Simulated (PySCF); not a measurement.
C₃H₈AlCl, SMILES [Cl][AlH][CH2]CC.

Geometry: B3LYP-D3(BJ)/def2-SVP. Other conformers were not sampled.

The numbers are results of CAM-B3LYP/def2-TZVP (PySCF), not measurements.

Gas-phase values at a fixed geometry.

```json
{
 "total_energy": "-821.84300 hartree",
 "highest_occupied_level": "-9.18 eV",
 "lowest_empty_level": "-0.26 eV",
 "orbital_gap": "8.92 eV",
 "dipole_moment": "1.98 D",
 "quadrupole, principal values (traceless, Buckingham form, about the centre of nuclear charge)": "-7.14, -1.15, 8.29 D·Å",
 "mean_static_polarisability": "74.2 bohr³ (10.99 Å³)",
 "polarisability_principal_values": "59.8, 70.2, 92.5 bohr³"
}
```
